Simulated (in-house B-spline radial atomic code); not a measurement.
## Ionising neutral nitrogen with different functionals

Computed with an all-electron radial atomic-structure program (B-spline basis): non-relativistic Hamiltonian, point nucleus, spin-polarised at highest spin, spherical fractional occupations for the functionals, and exact exchange of hybrids averaged over the configuration. The ionisation energy is the difference of two self-consistent energies, [He] 2s2 2p3 → [He] 2s2 2p2, without Breit or QED terms; ε is the level of the shell that loses the electron (its least bound occupied spin orbital).

```tsv
method	rung	ΔSCF (eV)	-ε(2p) (eV)
PBE0	global hybrid	14.83	10.22
B3LYP	global hybrid	14.83	9.78
TPSSh	global hybrid	15.03	9.22
M06-2X	global hybrid	14.09	11.79
BHandHLYP	global hybrid	14.57	11.93
r2SCAN0	global hybrid	15.24	10.66
B97-1	global hybrid	14.69	9.75
HSE06	range-separated hybrid	14.83	9.80
wB97X	range-separated hybrid	14.68	12.70
CAM-B3LYP	range-separated hybrid	14.83	11.67
LC-wPBE	range-separated hybrid	14.99	13.25
```

Among the functionals, which spreads more, the ΔSCF values or the orbital energies?

The orbital energies: ΔSCF values span about 1.15 eV and the orbital energies 4.03 eV.

How do they compare with the NIST value?

NIST lists 14.534 eV (measured, ground level to ground level). Errors run from -0.44 to +0.71 eV; BHandHLYP is closest (+0.04 eV), but part of that can be cancellation, since the calculations leave out relativity, Breit-QED terms, multiplet and fine-structure energies.
